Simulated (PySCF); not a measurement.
Spin-orbit coupling and the first ionisation energy along the lanthanides

Two-component X2C-1e calculated with PySCF 2.14: MP2 on generalised Hartree-Fock spinors (GMP2), with spin-orbit coupling off and on (screened by Boettger's factors); no Breit or QED terms. Values in eV; the references (NIST) lie between the lowest levels. Elements whose determinants are no pure J levels are left out.

```json
{"element": "Eu (x2c-TZVPPall-2c, [Ar] 3d10 frozen)", "configurations": "[Xe] 4f7 6s2 → [Xe] 4f7 6s1", "spin-free": "5.555", "with spin-orbit": "5.556", "shift": "0.002", "reference": "5.670"}
{"element": "Tb (x2c-TZVPPall-2c, [Ar] 3d10 frozen)", "configurations": "[Xe] 4f9 6s2 → [Xe] 4f9 6s1", "spin-free": "5.746", "with spin-orbit": "5.749", "shift": "0.002", "reference": "5.864"}
{"element": "Dy (x2c-TZVPPall-2c, [Ar] 3d10 frozen)", "configurations": "[Xe] 4f10 6s2 → [Xe] 4f10 6s1", "spin-free": "5.829", "with spin-orbit": "5.832", "shift": "0.003", "reference": "5.939"}
{"element": "Ho (x2c-TZVPPall-2c, [Ar] 3d10 frozen)", "configurations": "[Xe] 4f11 6s2 → [Xe] 4f11 6s1", "spin-free": "5.916", "with spin-orbit": "5.918", "shift": "0.003", "reference": "6.021"}
{"element": "Er (x2c-TZVPPall-2c, [Ar] 3d10 frozen)", "configurations": "[Xe] 4f12 6s2 → [Xe] 4f12 6s1", "spin-free": "5.995", "with spin-orbit": "5.998", "shift": "0.003", "reference": "6.108"}
{"element": "Tm (x2c-TZVPPall-2c, [Ar] 3d10 frozen)", "configurations": "[Xe] 4f13 6s2 → [Xe] 4f13 6s1", "spin-free": "6.076", "with spin-orbit": "6.080", "shift": "0.003", "reference": "6.184"}
{"element": "Yb (x2c-TZVPPall-2c, [Ar] 3d10 frozen)", "configurations": "[Xe] 4f14 6s2 → [Xe] 4f14 6s1", "spin-free": "6.152", "with spin-orbit": "6.156", "shift": "0.004", "reference": "6.254"}
{"element": "Lu (x2c-TZVPPall-2c, [Ar] 3d10 frozen)", "configurations": "[Xe] 4f14 5d1 6s2 → [Xe] 4f14 6s2", "spin-free": "4.780", "with spin-orbit": "4.960", "shift": "0.180", "reference": "5.426"}
```

The largest shift is at Lu, 0.180 eV, where spin-orbit coupling lowers the species with more electrons by more than the one with fewer (starting occupations 5d3/2^1 and closed).

What remains against the references is mostly the basis and correlation beyond MP2.
